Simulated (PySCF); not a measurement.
Job file and geometry (Å, from GFN2-xTB) of an NMR shielding run on `C=C1[C@@H](CO)[C@@H]1O[SiH2]F`, C5H9FO2Si, GIAO PBE0/pcSseg-1 NMR shielding, non-relativistic, gas phase (PySCF); density fitting, a coarse starting grid and PySCF grid level 2 are the driver's defaults:

```
$ OMP_NUM_THREADS=1 python probes_run.py task.json out

{"job": {"kind": "nmr", "xc": "PBE0", "basis": "pcSseg-1"}, "charge": 0, "multiplicity": 1}
C     -0.163970     2.339311    -0.204133
C     -0.240327     1.033629    -0.227028
C     -0.721789    -0.211513     0.384748
C     -2.169506    -0.645409     0.265544
O     -2.322199    -2.035806     0.405227
C      0.167131    -0.231234    -0.851883
O      1.466806    -0.702674    -0.794867
Si     2.721718    -0.355474     0.150988
F      2.379948    -0.734255     1.680417
H     -0.676115     2.921187     0.545158
H      0.409516     2.884340    -0.936791
H     -0.254714    -0.514715     1.315441
H     -2.576099    -0.302443    -0.698727
H     -2.763804    -0.202938     1.069269
H     -1.722171    -2.477462    -0.207261
H     -0.288762    -0.509509    -1.799476
H      3.693191    -1.305426    -0.337308
H      3.052389     1.056709     0.229027
```

**Question.** What does the program print?

**Answer.** 
```
coarse grid: 15896 points
cycle   1  E = -734.8267259313  dE =  1.430e+00  |g| = 9.755e-01  |ddm| = 3.971e+00
cycle   2  E = -734.6549171840  dE =  1.718e-01  |g| = 1.418e+00  |ddm| = 1.987e+00
cycle   3  E = -734.9896533662  dE = -3.347e-01  |g| = 1.085e-01  |ddm| = 1.293e+00
cycle   4  E = -734.9916481154  dE = -1.995e-03  |g| = 5.382e-02  |ddm| = 1.556e-01
cycle   5  E = -734.9922622975  dE = -6.142e-04  |g| = 1.484e-02  |ddm| = 6.045e-02
cycle   6  E = -734.9923007130  dE = -3.842e-05  |g| = 4.451e-03  |ddm| = 1.328e-02
cycle   7  E = -734.9923048382  dE = -4.125e-06  |g| = 1.023e-03  |ddm| = 4.099e-03
final grid: 150336 points
cycle   8  E = -735.0709823374  dE = -3.727e-05  |g| = 1.159e-02  |ddm| = 3.884e-02
cycle   9  E = -735.0709530937  dE =  2.924e-05  |g| = 1.726e-02  |ddm| = 2.227e-02
cycle  10  E = -735.0710071647  dE = -5.407e-05  |g| = 1.388e-03  |ddm| = 1.431e-02
cycle  11  E = -735.0710075665  dE = -4.018e-07  |g| = 2.422e-04  |ddm| = 1.275e-03
cycle  12  E = -735.0710075747  dE = -8.269e-09  |g| = 1.335e-04  |ddm| = 2.889e-04
cycle  13  E = -735.0710075781  dE = -3.403e-09  |g| = 2.627e-05  |ddm| = 1.305e-04
cycle  14  E = -735.0710075783  dE = -1.346e-10  |g| = 1.177e-05  |ddm| = 3.624e-05
converged SCF energy = -735.0710075783

GIAO shielding tensors (ppm)
atom      isotropic    diamagn.    paramagn.     s11        s22        s33       span
  0 C       68.615     256.455    -187.840    -38.178     72.462    171.563    209.741
  1 C       45.905     268.797    -222.892    -45.817     -4.833    188.364    234.181
  2 C      152.533     252.367     -99.834    125.451    129.937    202.210     76.759
  3 C      118.030     243.146    -125.117     89.913    111.223    152.953     63.040
  4 O      291.773     387.955     -96.182    253.310    290.443    331.566     78.256
  5 C      129.655     244.398    -114.743     80.011    109.110    199.844    119.833
  6 O      259.321     394.334    -135.012    191.118    269.770    317.076    125.959
  7 Si     380.442     879.760    -499.318    371.588    381.482    388.256     16.668
  8 F      334.737     472.284    -137.547    254.042    348.210    401.958    147.916
  9 H       25.574      31.110      -5.536     22.926     23.851     29.945      7.020
 10 H       25.474      31.124      -5.650     22.644     24.006     29.771      7.128
 11 H       29.517      33.246      -3.729     23.931     28.861     35.759     11.828
 12 H       28.537      29.888      -1.350     23.386     29.547     32.679      9.294
 13 H       27.490      28.578      -1.089     22.239     28.115     32.114      9.875
 14 H       30.893      32.835      -1.942     21.992     30.119     40.566     18.574
 15 H       27.858      32.001      -4.143     22.712     27.369     33.492     10.780
 16 H       27.199      28.549      -1.350     23.100     24.808     33.690     10.590
 17 H       26.879      30.111      -3.232     23.511     25.216     31.910      8.399
```

**Question.** Turn these shieldings into chemical shifts. Scale: 13C (σref 186.93), 29Si (σref 349.16), 1H (σref 31.72) vs TMS; H2O for 17O (σref 336.08); 19F (σref 170.95) against CFCl3 (reference shieldings calculated alike).

**Answer.** Averaging equivalent atoms: C 1: 141.0; C 0: 118.3; C 3: 68.9; C 5: 57.3; C 2: 34.4; O 6: 76.8; O 4: 44.3; Si 7: -31.3; F 8: -163.8; H 10: 6.24; H 9: 6.14; H 17: 4.84; H 16: 4.52; H 13: 4.23; H 15: 3.86; H 12: 3.18; H 11: 2.20; H 14: 0.82 ppm. Unscaled 19F shifts against computed CFCl3 carry errors that often reach 10 to 50 ppm. Experimental scales use liquid or dissolved standards, which lie at an offset from isolated H2O (liquid H2O: subtract about 36 ppm).

Size and cost of the density-fitted run: 205 basis functions, 76 s wall time on 1 thread of an Arm Neoverse N1, shared host; peak memory 0.86 GiB.
